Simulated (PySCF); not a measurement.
# Bond lengths and vibrations by method: BCl2H2Si

Calculated results; nothing here was measured. The program is PySCF 2.14.0, an open-source quantum chemistry code, run on an isolated molecule that a program drew, which may never have been made. The molecule is BCl2H2Si (charge 0, doublet), drawn as the SMILES string `B[Si](Cl)Cl`.

The geometry was optimised and harmonic frequencies were computed with HF and MP2, all in the cc-pV(D+d)Z basis, for the commonest isotopes, with a restricted reference for singlets and an unrestricted one otherwise, and a frozen core in MP2. Each result is a local minimum of its method.

Geometry at the HF minimum:
```xyz
6
BCl2H2Si, angstrom
B    -2.6087   -1.5243    1.7636
Si   -1.7559   -1.1971   -0.0094
Cl   -2.9623   -1.4322   -1.6673
Cl   -0.7208    0.5762   -0.2185
H    -3.5087   -2.3068    1.8380
H    -2.1086   -1.0552    2.7423
```

Lengths of the bonds as drawn, in Å (atoms numbered as above):
| bond | HF | MP2 |
|---|---|---|
| B1-Si2 | 1.994 | 1.906 |
| Si2-Cl3 | 2.064 | 2.038 |
| Si2-Cl4 | 2.064 | 2.038 |
| B1-H5 | 1.195 | 1.203 |
| B1-H6 | 1.195 | 1.203 |

Rotational constants, in GHz:
```
constant,HF,MP2
A,4.206,4.162
B,2.494,2.603
C,1.62,1.601
```

Harmonic frequencies in cm^-1, each column in rising order, so a row needn't be the same motion in every method:
| rank | HF | MP2 |
|---|---|---|
| 1 | 141 | 164 |
| 2 | 163 | 183 |
| 3 | 197 | 195 |
| 4 | 267 | ? |
| 5 | 462 | 479 |
| 6 | 571 | 591 |
| 7 | 692 | 683 |
| 8 | 699 | 753 |
| 9 | 934 | 811 |
| 10 | 1226 | 1138 |
| 11 | 2705 | 2644 |
| 12 | 2808 | 2760 |

**Estimate the missing MP2 frequency from the HF column.**

A single factor s that minimises the squared misfit of MP2 against s times HF over the other rows is sum(HF x MP2) / sum(HF^2) = 0.9757, with an rms misfit of 45 cm^-1. For rank 4 it gives 0.9757 x 267 = 261 cm^-1. The calculation gives 350 cm^-1, 89 cm^-1 above the estimate. The drawn bonds are on average 1.1 % shorter in MP2 than in HF.
